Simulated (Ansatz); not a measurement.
Br₂H₄N₂Ti (`[NH2][Ti]([NH2])([Br])[Br]`) at its PBE0-D4/def2-TZVP geometry, where that method's forces vanish. Charge 0, multiplicity 1.

```xyz
9

N    -1.1209    1.0997   -0.0677
Ti   -0.2450   -0.5251    0.0968
N     1.5524   -0.1467   -0.1070
Br   -0.6455   -1.4083    2.2561
Br   -0.9638   -1.9758   -1.6299
H    -0.6936    1.9981   -0.2362
H    -2.1272    1.1839    0.0053
H     2.1890    0.0121    0.6631
H     2.0546   -0.2378   -0.9806
```

Task: What forces (eV/Å) does B3LYP-D4/def2-TZVPP give on these atoms in Ansatz 0.2.0? (Estimate.)

Result: Computed: 
```
N1  -0.151  0.266 -0.027
Ti2 -0.043 -0.143  0.026
N3   0.289  0.039 -0.032
Br4 -0.039 -0.088  0.216
Br5 -0.072 -0.145 -0.173
H6  -0.028  0.020  0.000
H7  -0.003  0.034 -0.005
H8   0.023  0.006 -0.016
H9   0.024  0.011  0.012
```

B3LYP here is the variant with VWN-RPA as its local correlation; programs differ in this.
